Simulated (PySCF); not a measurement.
Molecule: SMILES B/C=C\C=C. Atoms near the plane z = 0.0 Å, at the GFN2-xTB optimised geometry (x, y, z in Å): B1 (2.0, 0.6, 0.0), C2 (1.0, -0.7, 0.0), C3 (-0.3, -0.7, 0.0), C4 (-1.2, 0.5, 0.0), C5 (-2.5, 0.4, 0.0), H6 (1.6, 1.6, -0.2), H7 (3.1, 0.4, 0.2), H8 (1.5, -1.6, 0.0), H9 (-0.9, -1.6, 0.0), H10 (-0.7, 1.5, 0.0), H11 (-3.0, -0.5, 0.1), H12 (-3.1, 1.3, 0.0).

Calculation: PBE/def2-TZVP (PySCF). Cells within 0.4 Å of a nucleus heavier than hydrogen are left out (blank, or x). The values are rescaled to run from 0 to 1.

```
|111111111111111111111111111|
|111111111111111111111111111|
|111111111111111111111111111|
|111112111111111111111111111|
|112222222211111111000001111|
|222222222222211110000000011|
|222222222222221110000000001|
|222233332234432122100000000|
|222357743369952399400000000|
|222489995699993599930000000|
|222499999999993499994100000|
|2223799999x9974699x99930000|
|2223599xx9xx99799xx99961000|
|222359999999999999999941000|
|222379999999xx9xx9973210000|
|222379996799xx9xx9721000001|
|222347964699999999821000011|
|222234444799998999931111111|
|222223333599943699731111111|
|222222223356432355321111111|
|222222222333322222221111111|
|122222222222222222211111111|
|112222222222222211111111111|
|111122222222221111111111111|
|111111122221111111111111111|
|111111111111111111111111111|
|111111111111111111111111111|
```
Scale: ten equal steps from 0.000 (start of '0') to 1.00 (end of '9'), in the order '0123456789'; x runs from -5.50 to 5.50, y from -5.50 (bottom) to 5.50 (top).

Task: Which quantity is mapped?
(A) electron localisation function
(B) Laplacian of the electron density
(C) electrostatic potential
(D) log10 of the electron density

Result: C, electrostatic potential. In full: electrostatic potential (hartree/e), clipped to [-0.08, 0.12].
